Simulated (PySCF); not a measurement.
## C$_{5}$H$_{8}$O$_{2}$Si$_{2}$: full NMR table

- Formula: C5H8O2Si2
- SMILES: C#C[SiH2][Si@](O)(C=C)C=O
- InChI: InChI=1S/C5H8O2Si2/c1-3-8-9(7,4-2)5-6/h1,4-5,7H,2,8H2/t9-/m1/s1
- Point group of the computed structure: C1
- Degrees of unsaturation: 4
- Carbon signals: 5
- Proton signals: 8

Mapped SMILES: `[CH:1]#[C:2][SiH2:3][Si@:4]([OH:5])([CH:6]=[CH2:7])[CH:8]=[O:9]`. Hydrogens are named by the atom that carries them. Ha(C7) is cis to Si4; Ha(Si3) is pro-R; Hb(Si3) is pro-S; Hb(C7) is trans to Si4.

Theory: shielding tensors at PBE0/pcSseg-1 (GIAO), structure optimised with GFN2-xTB, in PySCF 2.14 (in vacuum, a single conformation, non-relativistic Hamiltonian).

δ = σ(ref) − σ, references computed at the same level: 1H (σref 31.72), 13C (σref 186.93), 29Si (σref 349.16) vs TMS; H2O for 17O (σref 336.08).

| carbon | δC, type | δH (multiplicity) | HMBC from (2–3 bonds) | span of the C tensor (ppm) |
| --- | --- | --- | --- | --- |
| C1 | 107.2, CH | 2.07 (m) | Hb(Si3), Ha(Si3) | 253 |
| C2 | 83.7, C | – | Hb(Si3), Ha(Si3), H(C1) | 280 |
| C6 | 139.1, CH | 6.58 (m) | H(C8), Hb(C7), Ha(C7), Hb(Si3), Ha(Si3) | 232 |
| C7 | 144.6, CH2 | Hb(C7) 6.67 (m); Ha(C7) 6.35 (m) | H(C6) | 261 |
| C8 | 250.3, CH | 12.33 (s) | H(C6), Hb(Si3), Ha(Si3) | 293 |

Other nuclei:
```
  atoms  nucleus                            environment  δ (ppm)  σ (ppm)
Hb(Si3)       1H  hydrogen on a silicon bonded to C, Si     4.39    27.33
Ha(Si3)       1H  hydrogen on a silicon bonded to C, Si     4.33    27.38
  H(O5)       1H     hydrogen on an oxygen bonded to Si     2.25    29.46
    Si4     29Si           silicon bonded to 2 C, O, Si    -28.7    377.9
    Si3     29Si           silicon bonded to C, Si, 2 H   -106.0    455.1
     O9      17O                        carbonyl oxygen    911.5   -575.4
     O5      17O                 oxygen bonded to Si, H      1.0    335.1
```

Carbon types of the structure: 1 × C, 3 × CH, 1 × CH2, leaving 3 H on heteroatoms. δC 144.6: terminal =CH2 carbon; as expected for a trigonal carbon in a double bond. δC 139.1: alkene CH; an sp2 carbon of a C=C bond. δC 107.2: terminal alkyne carbon. δC 83.7: alkyne carbon; sp carbons lie upfield of alkene carbons because the cylindrical π system leaves one tensor component strongly shielded. δH 12.33: hydrogen on a carbonyl carbon.

OH/NH shifts are gas-phase values; hydrogen bonding in solution moves them, usually downfield. Shifts are as computed. Against solution values, carbons near 30 ppm lie about +3 ppm off and those near 130 ppm about +5 ppm. Of 1309 compounds with measured shifts, 239 miss one by over three times the rms of a fit or turn the order of signals round; such compounds aren't used in these exercises. Unscaled 17O shifts of doubly bonded oxygen tend to come out too high, by tens of ppm or more. Experimental scales use liquid or dissolved standards, which lie at an offset from isolated H2O (liquid H2O: subtract about 36 ppm). No couplings were computed; multiplicities are counted from neighbouring protons, with m where these are inequivalent, close in shift, in a saturated or five-membered ring or joined by F or P, and br s for small geminal =CH2 splittings.
